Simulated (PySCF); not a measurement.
OsO3, SMILES [O]=[Os](=[O])=[O] (connectivity only; charge and spin as stated), neutral, multiplicity 3.

Coordinates come from a PBE0-D3(BJ)/def2-TZVP optimisation. The geometry has at least one imaginary mode, so it is a saddle point at that level. The multiplicity is an assumed one; other spin states were not compared. The def2 effective core potentials stand for the cores of Os; spin–orbit coupling is left out.

Level of theory: TDA-ωB97X/def2-SVPD run with PySCF.

Vertical excitations. The molecule is in vacuum.

Computed lowest excited states:
| state | energy (eV) | λ (nm) | f | main pairs |
|---|---|---|---|---|
| root 1 | 0.96 | 1289 | 0.002 | α HOMO→LUMO 92 % |
| root 2 | 1.52 | 818 | 0.001 | β HOMO→LUMO 98 % |
| root 3 | 1.68 | 739 | 0.006 | β HOMO−1→LUMO 97 % |
| root 4 | 2.11 | 587 | 0.002 | β HOMO−2→LUMO 98 % |
| root 5 | 2.17 | 571 | 0.002 | β HOMO−3→LUMO 98 % |
| root 6 | 2.94 | 422 | 0.000 | α HOMO−2→LUMO 92 % |
| root 7 | 3.14 | 395 | 0.000 | β HOMO→LUMO+2 89 % |
| root 8 | 3.28 | 378 | 0.000 | α HOMO−3→LUMO 57 %, α HOMO−1→LUMO 24 %, β HOMO−3→LUMO+1 15 % |
| root 9 | 3.39 | 366 | 0.001 | β HOMO−4→LUMO 93 % |
| root 10 | 3.59 | 346 | 0.000 | α HOMO→LUMO+1 84 % |
Unrestricted roots are not spin-pure.
